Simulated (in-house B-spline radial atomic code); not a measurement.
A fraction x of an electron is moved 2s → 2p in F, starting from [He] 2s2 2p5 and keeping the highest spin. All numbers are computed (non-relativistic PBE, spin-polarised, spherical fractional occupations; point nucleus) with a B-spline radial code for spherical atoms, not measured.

```json
{"x": "0", "E(x) - E(0) (eV)": "0.0000", "2s down level (eV)": "-28.887", "2p down level (eV)": "-10.235"}
{"x": "0.125", "E(x) - E(0) (eV)": "2.3309", "2s down level (eV)": "-28.931", "2p down level (eV)": "-10.288"}
{"x": "0.25", "E(x) - E(0) (eV)": "4.6606", "2s down level (eV)": "-28.974", "2p down level (eV)": "-10.341"}
{"x": "0.375", "E(x) - E(0) (eV)": "6.9891", "2s down level (eV)": "-29.016", "2p down level (eV)": "-10.393"}
{"x": "0.5", "E(x) - E(0) (eV)": "9.3163", "2s down level (eV)": "-29.058", "2p down level (eV)": "-10.445"}
{"x": "0.625", "E(x) - E(0) (eV)": "?", "2s down level (eV)": "?", "2p down level (eV)": "?"}
{"x": "0.75", "E(x) - E(0) (eV)": "?", "2s down level (eV)": "?", "2p down level (eV)": "?"}
{"x": "0.875", "E(x) - E(0) (eV)": "16.2908", "2s down level (eV)": "-29.180", "2p down level (eV)": "-10.596"}
{"x": "1", "E(x) - E(0) (eV)": "18.6133", "2s down level (eV)": "-", "2p down level (eV)": "-10.645"}
```

Q: What belongs in the row x = 0.625?

A: An energy change of 11.6424 eV; 2s down at -29.099 eV, 2p down at -10.496 eV.

Q: What belongs in the row x = 0.75?

A: An energy change of 13.9672 eV; 2s down at -29.140 eV, 2p down at -10.546 eV.

Q: Check Janak's theorem between x = 0.125 and 0.25.

A: The slope of the energy is 18.64 eV; the orbital levels give 18.64 eV (ε of the receiving orbital less ε of the emptying one, averaged over the two points).
